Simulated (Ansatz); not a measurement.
Geometry optimisation, RKS BLYP/6-31G (Ansatz 0.2.0).

The input (input.yaml):

```yaml
crystal:
  periodic: [false, false, false]
  atoms:
    - { symbol: C, position_ang: [-0.0623, 1.2453, -1.0394] }
    - { symbol: C, position_ang: [-0.0465, 0.3336, -0.152] }
    - { symbol: "N", position_ang: [0.6466, -0.0274, 0.8976] }
    - { symbol: Si, position_ang: [-0.509, -1.1383, 0.5307] }
    - { symbol: H, position_ang: [-0.8566, 1.2755, -1.8539] }
    - { symbol: H, position_ang: [0.5811, 2.1415, -1.0216] }
    - { symbol: H, position_ang: [1.6242, -0.361, 0.6366] }
    - { symbol: H, position_ang: [0.181, -2.3876, 0.2256] }
    - { symbol: H, position_ang: [-1.4699, -1.1279, 1.7592] }
basis:
  gaussian: { orbitals: "6-31G" }
hamiltonian:
  xc: blyp
relax:
  f_tol: 0.015
  max_steps: 40
```

Command:

```bash
$ ansatz run input.yaml --threads 1 --pin off --max-ram 2048MiB --backend cpu --events-out ev --progress --plain --runs-dir out
```

Q: Where does it end, and by what steps?

A: The forces met the threshold. Limits of this set-up: no polarisation functions. After 12 steps the energy has fallen by 2.245 eV; H7 moved furthest, 0.63 Å. The start is strongly strained (largest force component 9 eV/Å).

```json
{"step": "0", "energy less start (eV)": "0.0000", "largest force component (eV/Å)": "9.139", "accepted": "yes"}
{"step": "1", "energy less start (eV)": "-1.6688", "largest force component (eV/Å)": "4.194", "accepted": "yes"}
{"step": "2", "energy less start (eV)": "-2.1525", "largest force component (eV/Å)": "0.998", "accepted": "yes"}
{"step": "3", "energy less start (eV)": "-2.1817", "largest force component (eV/Å)": "0.541", "accepted": "yes"}
{"step": "4", "energy less start (eV)": "-2.1693", "largest force component (eV/Å)": "0.630", "accepted": "no"}
{"step": "5", "energy less start (eV)": "-2.2305", "largest force component (eV/Å)": "0.224", "accepted": "yes"}
{"step": "6", "energy less start (eV)": "-2.2382", "largest force component (eV/Å)": "0.269", "accepted": "yes"}
{"step": "7", "energy less start (eV)": "-2.2380", "largest force component (eV/Å)": "0.316", "accepted": "no"}
{"step": "8", "energy less start (eV)": "-2.2446", "largest force component (eV/Å)": "0.068", "accepted": "yes"}
{"step": "9", "energy less start (eV)": "-2.2450", "largest force component (eV/Å)": "0.043", "accepted": "yes"}
{"step": "10", "energy less start (eV)": "-2.2453", "largest force component (eV/Å)": "0.032", "accepted": "yes"}
{"step": "11", "energy less start (eV)": "-2.2454", "largest force component (eV/Å)": "0.031", "accepted": "yes"}
{"step": "12", "energy less start (eV)": "-2.2454", "largest force component (eV/Å)": "0.006", "accepted": "yes"}
```

```xyz
9
Properties=species:S:1:pos:R:3
C -0.090 1.322 -1.140
C -0.002 0.352 -0.212
N 0.845 -0.073 0.837
Si -0.519 -1.261 0.672
H -0.928 1.360 -1.835
H 0.669 2.108 -1.224
H 1.832 0.101 1.017
H -0.238 -2.602 0.039
H -1.480 -1.354 1.828
```

Time of the run: 30 s on 1 thread of Arm Neoverse V2 (shared host), peak memory 0.13 GiB.
